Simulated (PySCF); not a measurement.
Si(GeH3)(H)2(OH) (GeH₆OSi), SMILES O[SiH2][GeH3]. Geometry optimised at ωB97X-D3(BJ)/def2-SVP. One conformer was computed; it need not be the lowest.

Computed equilibrium geometry at ωB97X-D3(BJ)/def2-SVP (PySCF confirms it by a frequency run) as Cartesian coordinates in Å (one conformer of several):
```xyz
9

Si    -1.3043    -0.2455    -0.0983
O     -1.8081     1.1102    -0.9420
Ge     1.0382    -0.1637     0.2553
H     -1.9893    -0.3659     1.2261
H     -1.6713    -1.4172    -0.9356
H     -1.5735     1.9651    -0.5674
H      1.4115     1.1371     0.9924
H      1.7994    -0.1772    -1.0806
H      1.5255    -1.3480     1.1075
```
